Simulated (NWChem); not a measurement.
System: CH4O3W; SMILES [CH3][W](=[O])(=[O])[OH]

Input file for NWChem:

```
start job
memory heap 200 mb stack 900 mb global 1100 mb
geometry units angstroms noautoz
  W     -0.087575     0.009057    -0.005027
  O      0.917723    -0.168120     1.359532
  O      0.883169    -0.149749    -1.396602
  O     -1.150868     1.553228     0.018386
  H     -1.094558     2.512235     0.025850
  C     -1.315246    -1.702525    -0.001544
  H     -1.939543    -1.711569     0.907411
  H     -0.708819    -2.621291    -0.019417
  H     -1.966348    -1.694536    -0.891571
end
basis spherical
  W library def2-svp
  O library def2-svp
  H library def2-svp
  C library def2-svp
end
ecp
  W library def2-ecp
end
dft
  xc xpbe96 cpbe96
  grid xfine
  iterations 150
  mulliken
end
task dft gradient
```

NWChem printed, in part:

```
             Northwest Computational Chemistry Package (NWChem) 7.3.0
             --------------------------------------------------------

 C1  symmetry detected

                             Geometry "geometry" -> ""
                             -------------------------

 Output coordinates in angstroms (scale by  1.889725989 to convert to a.u.)

  No.       Tag          Charge          X              Y              Z
 ---- ---------------- ---------- -------------- -------------- --------------
    1 W                   74.0000     0.05216442     0.03578685    -0.00001103
    2 O                    8.0000     1.03142611    -0.18330932     1.37733440
    3 O                    8.0000     1.02875539    -0.18442767    -1.37907589
    4 O                    8.0000    -0.92877559     1.63371080     0.00008081
    5 H                    1.0000    -0.82227469     2.58847614     0.00136778
    6 C                    6.0000    -1.26364696    -1.60900477     0.00143134
    7 H                    1.0000    -1.89769874    -1.57829184     0.90313128
    8 H                    1.0000    -0.70613717    -2.55840904    -0.00286934
    9 H                    1.0000    -1.90342204    -1.57376415    -0.89611623

 Effective nuclear repulsion energy (a.u.)     791.9474156199

 Summary of "ao basis" -> "ao basis" (spherical)
 ------------------------------------------------------------------------------
       Tag                 Description            Shells   Functions and Types
 ---------------- ------------------------------  ------  ---------------------
 W                          def2-svp                12       32   6s3p2d1f
 O                          def2-svp                 6       14   3s2p1d
 H                          def2-svp                 3        5   2s1p
 C                          def2-svp                 6       14   3s2p1d

            General Information
            -------------------
          SCF calculation type: DFT
          Wavefunction type:  closed shell.
          No. of atoms     :     9
          No. of electrons :    48
           Alpha electrons :    24
            Beta electrons :    24
          Charge           :     0
          Spin multiplicity:     1
          Use of symmetry is: off; symmetry adaption is: off
          Maximum number of iterations: 150
          AO basis - number of functions:   108
                     number of shells:    48
          Convergence on energy requested:  1.00D-06
          Convergence on density requested:  1.00D-05
          Convergence on gradient requested:  5.00D-04

              XC Information
              --------------
          PerdewBurkeErnzerhof Exchange Functional  1.000
            Perdew 1991 LDA Correlation Functional  1.000 local
           PerdewBurkeErnz. Correlation Functional  1.000 non-local

             Grid Information
             ----------------
          Grid used for XC integration:  xfine
          Radial quadrature: Mura-Knowles
          Angular quadrature: Lebedev.
          Tag              B.-S. Rad. Rad. Pts. Rad. Cut. Ang. Pts.
          ---              ---------- --------- --------- ---------
          W                   1.35      205          10.0      1454
          O                   0.60      100          11.0      1454
          H                   0.35      100          13.0      1202
          C                   0.70      100          12.0      1454
          Grid pruning is: on
          Number of quadrature shells:  1005
          Spatial weights used:  Erf1

      Superposition of Atomic Density Guess
      -------------------------------------

 Sum of atomic energies:        -336.87200466

      Non-variational initial energy
      ------------------------------

 Total energy =    -330.648800
 1-e energy   =    -911.883197
 2-e energy   =     360.452099
 HOMO         =      -0.369599
 LUMO         =      -0.006662

     ---------------------------------------------
      Total Density - Mulliken Population Analysis
     ---------------------------------------------

    Atom       Charge   Shell Charges
 -----------   ------   -------------------------------------------------------
    1 W   14    11.10   0.04 -0.35  1.80  0.54  0.39  0.08  5.49  0.57  0.12  1.95  0.31  0.16
    2 O    8     9.07   1.99  1.16  0.74  3.18  1.99  0.01
    3 O    8     9.07   1.99  1.16  0.74  3.18  1.99  0.01
    4 O    8     8.82   1.99  1.10  0.66  3.10  1.96  0.00
    5 H    1     0.64   0.52  0.06  0.06
    6 C    6     6.78   1.99  0.96  0.35  2.14  1.33  0.01
    7 H    1     0.84   0.64  0.17  0.03
    8 H    1     0.84   0.64  0.17  0.03
    9 H    1     0.84   0.64  0.17  0.03

   convergence    iter        energy       DeltaE   RMS-Dens  Diis-err
 ---------------- ----- ----------------- --------- --------- ---------
 d= 0,ls=0.0,diis     1   -332.4671404078 -5.53D+02  6.64D-02  4.30D+00
 d= 0,ls=0.5,diis     2   -322.1383539186  1.03D+01  2.77D-02  7.07D+01
 d= 0,ls=0.5,diis     3   -327.9902493753 -5.85D+00  1.10D-02  3.93D+01
 d= 0,ls=0.5,diis     4   -329.9245918986 -1.93D+00  9.40D-03  2.39D+01
 d= 0,ls=0.5,diis     5   -331.3578805511 -1.43D+00  8.54D-03  1.04D+01
 d= 0,ls=0.5,diis     6   -332.1857864131 -8.28D-01  6.25D-03  2.56D+00
 d= 0,ls=0.5,diis     7   -332.4562711997 -2.70D-01  3.20D-03  3.01D-01
  Resetting Diis
 d= 0,ls=0.5,diis     8   -332.5035842270 -4.73D-02  2.38D-03  3.36D-02
 d= 0,ls=0.5,diis     9   -332.5188177991 -1.52D-02  3.56D-03  1.41D-02
 d= 0,ls=0.5,diis    10   -332.5468964713 -2.81D-02  7.50D-03  4.14D-02
 d= 0,ls=0.5,diis    11   -332.6247272894 -7.78D-02  9.02D-03  3.62D-01
 d= 0,ls=0.5,diis    12   -332.6697137961 -4.50D-02  6.72D-03  1.36D+00
 d= 0,ls=0.5,diis    13   -332.6573110266  1.24D-02  4.29D-03  2.34D+00
 d= 0,ls=0.5,diis    14   -332.6408992324  1.64D-02  2.62D-03  2.89D+00
 d= 0,ls=0.5,diis    15   -332.6354265662  5.47D-03  1.58D-03  3.09D+00
 d= 0,ls=0.5,diis    16   -332.6391437295 -3.72D-03  9.72D-04  3.12D+00
 d= 0,ls=0.5,diis    17   -332.6405994306 -1.46D-03  6.07D-04  3.14D+00
 d= 0,ls=0.5,diis    18   -332.6444545654 -3.86D-03  3.75D-04  3.12D+00
 d= 0,ls=0.5,diis    19   -332.6484884406 -4.03D-03  4.89D-04  3.08D+00
 d= 0,ls=0.5,diis    20   -332.6758750472 -2.74D-02  7.08D-04  2.85D+00
 d= 0,ls=0.5,diis    21   -332.6823180187 -6.44D-03  2.82D-03  2.80D+00
 d= 0,ls=0.5,diis    22   -332.8311606810 -1.49D-01  3.07D-03  1.45D+00
 d= 0,ls=0.5,diis    23   -332.9501753703 -1.19D-01  1.75D-03  3.92D-01
 d= 0,ls=0.5,diis    24   -332.9858620830 -3.57D-02  9.20D-04  9.01D-02
 d= 0,ls=0.5,diis    25   -332.9951324819 -9.27D-03  4.42D-04  1.97D-02
 d= 0,ls=0.5,diis    26   -332.9971807089 -2.05D-03  2.39D-04  6.06D-03
 d= 0,ls=0.5,diis    27   -332.9977333030 -5.53D-04  1.44D-04  2.81D-03
 d= 0,ls=0.5,diis    28   -332.9979530989 -2.20D-04  8.82D-05  1.45D-03
 d= 0,ls=0.5,diis    29   -332.9980501459 -9.70D-05  5.95D-05  8.21D-04
 d= 0,ls=0.5,diis    30   -332.9981015411 -5.14D-05  4.13D-05  4.53D-04
 d= 0,ls=0.5,diis    31   -332.9981293811 -2.78D-05  3.26D-05  2.44D-04
 d= 0,ls=0.5,diis    32   -332.9981465605 -1.72D-05  2.34D-05  1.09D-04
 d= 0,ls=0.5,diis    33   -332.9981548489 -8.29D-06  1.59D-05  4.50D-05
 d= 0,ls=0.5,diis    34   -332.9981583893 -3.54D-06  1.07D-05  1.88D-05
 d= 0,ls=0.5,diis    35   -332.9981598833 -1.49D-06  7.34D-06  8.29D-06
 d= 0,ls=0.5,diis    36   -332.9981605456 -6.62D-07  4.97D-06  3.75D-06

         Total DFT energy =     -332.998160843269
      One electron energy =     -916.573137443732
           Coulomb energy =      402.759816537728
    Exchange-Corr. energy =      -39.967138008977
 Nuclear repulsion energy =      220.782298071713

 Numeric. integr. density =       48.000000036599

                       DFT Final Molecular Orbital Analysis
                       ------------------------------------

 Vector   22  Occ=2.000000D+00  E=-2.943364D-01
              MO Center= -1.5D-01,  8.9D-01, -3.8D-03, r^2= 3.1D+00
   Bfn.  Coefficient  Atom+Function         Bfn.  Coefficient  Atom+Function
  ----- ------------  ---------------      ----- ------------  ---------------
    66      0.496097  4 O  pz                69      0.367782  4 O  pz
    37     -0.207383  2 O  py                51      0.207621  3 O  py
    52     -0.163909  3 O  pz                38     -0.160643  2 O  pz
    40     -0.145999  2 O  py                54      0.146170  3 O  py
    17     -0.144710  1 W  d -1               9     -0.110633  1 W  pz

 Vector   23  Occ=2.000000D+00  E=-2.795926D-01
              MO Center= -1.7D-01, -7.0D-01, -7.2D-04, r^2= 3.5D+00
   Bfn.  Coefficient  Atom+Function         Bfn.  Coefficient  Atom+Function
  ----- ------------  ---------------      ----- ------------  ---------------
    84     -0.289227  6 C  py                82     -0.273069  6 C  s
    37      0.270035  2 O  py                51      0.270476  3 O  py
     8     -0.216978  1 W  py                87     -0.217747  6 C  py
    83     -0.204177  6 C  px                40      0.188730  2 O  py
    54      0.189048  3 O  py                86     -0.180758  6 C  px

 Vector   24  Occ=2.000000D+00  E=-2.599221D-01
              MO Center=  1.0D+00, -1.8D-01, -9.8D-04, r^2= 2.5D+00
   Bfn.  Coefficient  Atom+Function         Bfn.  Coefficient  Atom+Function
  ----- ------------  ---------------      ----- ------------  ---------------
    36      0.430426  2 O  px                50     -0.430688  3 O  px
    39      0.307484  2 O  px                53     -0.307670  3 O  px
     9      0.148505  1 W  pz                38     -0.131367  2 O  pz
    52     -0.130651  3 O  pz                37     -0.101065  2 O  py
    51      0.101015  3 O  py                41     -0.089734  2 O  pz

 Vector   25  Occ=0.000000D+00  E=-9.353469D-02
              MO Center= -9.2D-02,  5.0D-02, -2.1D-04, r^2= 2.5D+00
   Bfn.  Coefficient  Atom+Function         Bfn.  Coefficient  Atom+Function
  ----- ------------  ---------------      ----- ------------  ---------------
    20      0.774615  1 W  d  2              64      0.240231  4 O  px
    67      0.225662  4 O  px               100      0.219237  8 H  s
    25      0.192482  1 W  d  2              18     -0.182840  1 W  d  0
    38      0.177842  2 O  pz                52     -0.177727  3 O  pz
     7      0.163833  1 W  px                41      0.163020  2 O  pz

 Vector   26  Occ=0.000000D+00  E=-7.404316D-02
              MO Center=  1.9D-01, -8.6D-02,  4.2D-04, r^2= 2.2D+00
   Bfn.  Coefficient  Atom+Function         Bfn.  Coefficient  Atom+Function
  ----- ------------  ---------------      ----- ------------  ---------------
    17      0.799843  1 W  d -1              37     -0.284546  2 O  py
    51      0.284314  3 O  py                19     -0.255608  1 W  d  1
    40     -0.245253  2 O  py                54      0.245039  3 O  py
    95      0.197435  7 H  s                105     -0.196918  9 H  s
    66     -0.129223  4 O  pz                24     -0.117802  1 W  d  1

 Vector   27  Occ=0.000000D+00  E=-3.363258D-02
              MO Center= -2.2D-01,  6.7D-01,  1.3D-05, r^2= 4.4D+00
   Bfn.  Coefficient  Atom+Function         Bfn.  Coefficient  Atom+Function
  ----- ------------  ---------------      ----- ------------  ---------------
    16      0.674376  1 W  d -2              63      0.618266  4 O  s
    76     -0.437858  5 H  s                  6     -0.420358  1 W  s
     5      0.293627  1 W  s                 21      0.239686  1 W  d -2
    87     -0.222902  6 C  py                75     -0.220173  5 H  s
    86     -0.216059  6 C  px                62      0.197556  4 O  s

     ---------------------------------------------
      Total Density - Mulliken Population Analysis
     ---------------------------------------------

    Atom       Charge   Shell Charges
 -----------   ------   -------------------------------------------------------
    1 W   14    13.06   0.04 -0.37  1.91  0.46  0.45  0.01  5.59  0.52  0.24  3.49  0.52  0.19
    2 O    8     8.30   1.99  1.12  0.78  2.76  1.64  0.01
    3 O    8     8.30   1.99  1.12  0.78  2.76  1.64  0.01
    4 O    8     8.38   1.99  1.06  0.68  2.89  1.76  0.01
    5 H    1     0.78   0.67  0.05  0.07
    6 C    6     6.48   1.98  0.89  0.35  2.12  1.12  0.01
    7 H    1     0.90   0.72  0.16  0.02
    8 H    1     0.89   0.71  0.15  0.02
    9 H    1     0.90   0.72  0.16  0.02

     -------------------------------------------
      Total Density - Lowdin Population Analysis
     -------------------------------------------

    Atom       Charge   Shell Charges
 -----------   ------   -------------------------------------------------------
    1 W   14    13.76   0.00  0.04  1.10  0.78  0.36  0.15  4.94  1.26  0.41  3.21  1.16  0.35
    2 O    8     8.12   1.98  0.98  0.70  2.63  1.82  0.02
    3 O    8     8.12   1.98  0.98  0.70  2.63  1.82  0.02
    4 O    8     8.10   1.97  0.87  0.60  2.72  1.93  0.01
    5 H    1     0.88   0.54  0.16  0.18
    6 C    6     6.24   1.96  0.59  0.35  1.90  1.39  0.04
    7 H    1     0.93   0.61  0.25  0.07
    8 H    1     0.92   0.61  0.24  0.07
    9 H    1     0.93   0.61  0.25  0.07

     Multipole analysis of the density
     ---------------------------------

     L   x y z        total         alpha         beta         nuclear
     -   - - -        -----         -----         ----         -------
     0   0 0 0     -0.000000    -24.000000    -24.000000     48.000000

     1   1 0 0     -1.178372      2.368108      2.368108     -5.914588
     1   0 1 0      0.653160      2.355400      2.355400     -4.057641
     1   0 0 1      0.001680      0.000215      0.000215      0.001250

     2   2 0 0    -36.945420    -93.280028    -93.280028    149.614637
     2   1 1 0      0.702274     -4.514464     -4.514464      9.731203
     2   1 0 1     -0.004839      0.004094      0.004094     -0.013026
     2   0 2 0    -28.029707   -113.393515   -113.393515    198.757322
     2   0 1 1      0.003199      0.005391      0.005391     -0.007582
     2   0 0 2    -38.827193    -76.568295    -76.568295    114.309397

            General Information
            -------------------
          SCF calculation type: DFT
          Wavefunction type:  closed shell.
          No. of atoms     :     9
          No. of electrons :    48
           Alpha electrons :    24
            Beta electrons :    24
          Charge           :     0
          Spin multiplicity:     1
          Use of symmetry is: off; symmetry adaption is: off
          Maximum number of iterations: 150
          AO basis - number of functions:   108
                     number of shells:    48
          Convergence on energy requested:  1.00D-06
          Convergence on density requested:  1.00D-05
          Convergence on gradient requested:  5.00D-04

              XC Information
              --------------
          PerdewBurkeErnzerhof Exchange Functional  1.000
            Perdew 1991 LDA Correlation Functional  1.000 local
           PerdewBurkeErnz. Correlation Functional  1.000 non-local

[...]

                         DFT ENERGY GRADIENTS

    atom               coordinates                        gradient
                 x          y          z           x          y          z
   1 W       0.098576   0.067627  -0.000021    0.022091  -0.001408  -0.000019
   2 O       1.949113  -0.346404   2.602785   -0.015149   0.003221  -0.019787
   3 O       1.944066  -0.348518  -2.606076   -0.015094   0.003225   0.019806
   4 O      -1.755131   3.087266   0.000153    0.006714   0.001427   0.000017
   5 H      -1.553874   4.891511   0.002585   -0.001443  -0.010255  -0.000019
   6 C      -2.387946  -3.040578   0.002705   -0.000646  -0.000798   0.000019
   7 H      -3.586131  -2.982539   1.706671    0.002945   0.000003  -0.004111
   8 H      -1.334406  -4.834692  -0.005422   -0.002387   0.004578   0.000009
   9 H      -3.596946  -2.973983  -1.693414    0.002968   0.000005   0.004086
```

Level: PBE/def2-SVP with def2 effective core potentials on W. Coordinates come from a PBE0/def2-SVP optimisation. No frequency run checked for a minimum. def2 effective core potentials on W; no spin-orbit coupling.
